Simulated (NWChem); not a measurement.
System: SiH2I cation

The following NWChem deck was run.

```
start job
memory heap 200 mb stack 900 mb global 1100 mb
charge 1
geometry units angstroms noautoz
  Si     0.000000     0.000000     1.788589
  I      0.000000     0.000000    -0.525219
  H      0.000000     1.289279     2.515381
  H      0.000000    -1.289279     2.515381
end
basis spherical
  * library def2-tzvp
end
ecp
  I library def2-ecp
end
dft
  xc r2scan0
  iterations 150
  mulliken
end
task dft energy
```

Excerpt of the output:

```
             Northwest Computational Chemistry Package (NWChem) 7.3.0
             --------------------------------------------------------

 C2V symmetry detected

                             Geometry "geometry" -> ""
                             -------------------------

 Output coordinates in angstroms (scale by  1.889725989 to convert to a.u.)

  No.       Tag          Charge          X              Y              Z
 ---- ---------------- ---------- -------------- -------------- --------------
    1 Si                  14.0000     0.00000000     0.00000000     1.75620638
    2 I                   53.0000     0.00000000     0.00000000    -0.55760162
    3 H                    1.0000     0.00000000     1.28927900     2.48299838
    4 H                    1.0000     0.00000000    -1.28927900     2.48299838

 Effective nuclear repulsion energy (a.u.)     196.8991143714

      Symmetry information
      --------------------

 Group name             C2v
 Group number             16
 Group order               4
 No. of unique centers     3

                                 NWChem DFT Module
                                 -----------------

 Summary of "ao basis" -> "ao basis" (spherical)
 ------------------------------------------------------------------------------
       Tag                 Description            Shells   Functions and Types
 ---------------- ------------------------------  ------  ---------------------
 Si                        def2-tzvp                13       37   5s5p2d1f
 I                         def2-tzvp                16       50   6s5p3d2f
 H                         def2-tzvp                 4        6   3s1p

      Symmetry analysis of basis
      --------------------------

        a1         42
        a2          9
        b1         22
        b2         26

            General Information
            -------------------
          SCF calculation type: DFT
          Wavefunction type:  closed shell.
          No. of atoms     :     4
          No. of electrons :    40
           Alpha electrons :    20
            Beta electrons :    20
          Charge           :     1
          Spin multiplicity:     1
          Use of symmetry is: on ; symmetry adaption is: on
          Maximum number of iterations: 150
          AO basis - number of functions:    99
                     number of shells:    37
          Convergence on energy requested:  1.00D-06
          Convergence on density requested:  1.00D-05
          Convergence on gradient requested:  5.00D-04

              XC Information
              --------------
                     r^2SCAN0 Method XC Functional
                     Hartree-Fock (Exact) Exchange  0.250
               r^2SCAN metaGGA Exchange Functional  0.750
                     r^2SCAN Correlation Potential  1.000

             Grid Information
             ----------------
          Grid used for XC integration:  medium
          Radial quadrature: Mura-Knowles
          Angular quadrature: Lebedev.
          Tag              B.-S. Rad. Rad. Pts. Rad. Cut. Ang. Pts.
          ---              ---------- --------- --------- ---------
          Si                  1.10       88          10.0       590
          I                   1.40      123          10.0       590
          H                   0.35       45          11.0       434
          Grid pruning is: on
          Number of quadrature shells:   256
          Spatial weights used:  Erf1

      Superposition of Atomic Density Guess
      -------------------------------------

 Sum of atomic energies:        -636.99686048

 Renormalizing density from      41.00 to     40

      Non-variational initial energy
      ------------------------------

 Total energy =    -580.392921
 1-e energy   =   -1087.597030
 2-e energy   =     408.929756
 HOMO         =      -0.654576
 LUMO         =      -0.367405

      Symmetry analysis of molecular orbitals - initial
      -------------------------------------------------

  Numbering of irreducible representations:

     1 a1          2 a2          3 b1          4 b2

  Orbital symmetries:

     1 a1          2 a1          3 a1          4 a1          5 b2
     6 b1          7 a1          8 b2          9 b1         10 a1
    11 b2         12 b1         13 a1         14 a2         15 a1
    16 a1         17 a1         18 b2         19 b1         20 b2
    21 b1         22 a1         23 b2         24 a1         25 a1
    26 b1         27 a2         28 a1         29 b2         30 a1

     ---------------------------------------------
      Total Density - Mulliken Population Analysis
     ---------------------------------------------

    Atom       Charge   Shell Charges
 -----------   ------   -------------------------------------------------------
    1 Si  14    13.20   2.00  0.62  1.36  1.05  0.41  4.20  1.66  0.44  1.03  0.24  0.07  0.09  0.02
    2 I   25    25.14   0.19 -0.79  1.64  0.98  1.27  0.64 -0.50  6.50  1.71  2.87  0.59  9.38  0.61  0.04  0.01  0.00
    3 H    1     0.83   0.20  0.46  0.17  0.01
    4 H    1     0.83   0.20  0.46  0.17  0.01

   convergence    iter        energy       DeltaE   RMS-Dens  Diis-err
 ---------------- ----- ----------------- --------- --------- ---------
 d= 0,ls=0.0,diis     1   -588.0368963484 -6.86D+02  1.89D-02  2.02D+00
 d= 0,ls=0.0,diis     2   -587.8803412423  1.57D-01  1.53D-02  2.07D+00
 d= 0,ls=0.0,diis     3   -588.1254408839 -2.45D-01  4.14D-03  3.04D-01
 d= 0,ls=0.0,diis     4   -588.1681341319 -4.27D-02  7.40D-04  1.05D-02
 d= 0,ls=0.0,diis     5   -588.1688731442 -7.39D-04  2.14D-04  1.09D-03
  Resetting Diis
 d= 0,ls=0.0,diis     6   -588.1689665602 -9.34D-05  5.22D-05  1.25D-05
 d= 0,ls=0.0,diis     7   -588.1689695255 -2.97D-06  2.01D-05  1.03D-06
 d= 0,ls=0.0,diis     8   -588.1689693627  1.63D-07  1.22D-05  2.44D-06
 d= 0,ls=0.0,diis     9   -588.1689697105 -3.48D-07  1.26D-06  1.48D-08

[...]
```

Level: r2SCAN0/def2-TZVP with def2 effective core potentials on I. Geometry: optimised at PBE0/def2-SVP. def2 effective core potentials on I; no spin-orbit coupling.
